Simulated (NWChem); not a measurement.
CB(Cl)[SeH] (CH$_{4}$BClSe), optimised at B3LYP/6-31G* with NWChem:

```
Quantity                           Value
---------------------------------  -----
highest occupied level (eV)        -7.21
orbital gap (eV)                    6.16
dipole (D)                          2.10
highest harmonic frequency (cm⁻¹)   3135
zero-point energy (kcal/mol)        31.8
```

All stand in one matching conformer (torsions within 35°), which need not be the lowest. Pople sets run with spherical d functions. This build's default masses of Se (78.918 u) and Br (79.917 u) are each other's, which moves their modes by up to 0.6 %.

Q: One Se atom is replaced by S, giving CB(S)Cl (CH4BClS), optimised at the same level. How do these values move?

A: 
```csv
quantity,new value,change
highest occupied level (eV),-7.71,-0.50
orbital gap (eV),6.80,+0.64
dipole (D),2.39,+0.29
highest harmonic frequency (cm⁻¹),3128,-7
zero-point energy (kcal/mol),32.7,+0.9
```
